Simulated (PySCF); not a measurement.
Al(Me)(F)2 (CH3AlF2), SMILES [CH3][Al]([F])[F].

The structure is a stationary point at B3LYP-D3(BJ)/def2-SVP. The isomer is the one that the SMILES or the coordinates give; other isomers of the formula were not compared.

The numbers are results of IEF-PCM-M06-2X/def2-SVP in PySCF, not measurements.

The values are the electrostatic part of the solvation free energy, E(continuum) − E(gas) at the gas-phase geometry, in a cavity of scaled van der Waals radii (PySCF's table); cavitation and dispersion terms are not included. A continuum can't describe solvent molecules that bind to the metal. In vacuum the orbital gap is 10.75 eV. The dipole moment in vacuum is 2.34 D.

| solvent | ε | ΔG(elec) (kcal/mol) | dipole (D) | gap (eV) |
|---|---|---|---|---|
| water | 78.36 | -7.8 | 2.57 | 10.69 |
| dimethylsulfoxide | 46.83 | -7.7 | 2.57 | 10.69 |
| tetrahydrofuran | 7.43 | -6.4 | 2.54 | 10.69 |
